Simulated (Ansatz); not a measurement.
Consider the silylene loss: `[SiH3][SiH2][SiH2][SiH3]` → `[SiH3][SiH2][SiH3]` + `[SiH2]`.

Isolated molecules relaxed with PBE0-D4/def2-TZVP in Ansatz; ΔE leaves out vibrations. CCSD(T)/CBS adds triple-zeta CCSD(T) − MP2 to the extrapolated MP2 energy (def2 sets, frozen cores). This one scheme is used for every species. DFT in def2-TZVPP. One conformer a species, not always the lowest.

```
                   species  revPBE-D4 energy (Eh)
`[SiH3][SiH2][SiH2][SiH3]`            -1163.79528
      `[SiH3][SiH2][SiH3]`             -873.13927
                  `[SiH2]`             -290.55931
```

Problem. Work out ΔE.

Solution. ΔE = (-873.13927) + (-290.55931) − (-1163.79528) = 0.09670 Eh = +60.7 kcal/mol. CCSD(T)/CBS gives +58.6 kcal/mol.

Largest T1 diagnostic among the species: 0.014.

From BLYP to BHLYP (50 % exact exchange), in def2-TZVPP and without D4, ΔE moves by +4.7 kcal/mol. Leaving LDA and LC-ωPBE aside and taking each functional with its dispersion term where it has one, the values, not all of them listed here, spread over 8.7 kcal/mol, from BLYP-D4 to r2SCAN0-D4. LDA lies +7.9 kcal/mol from PBE without D4.
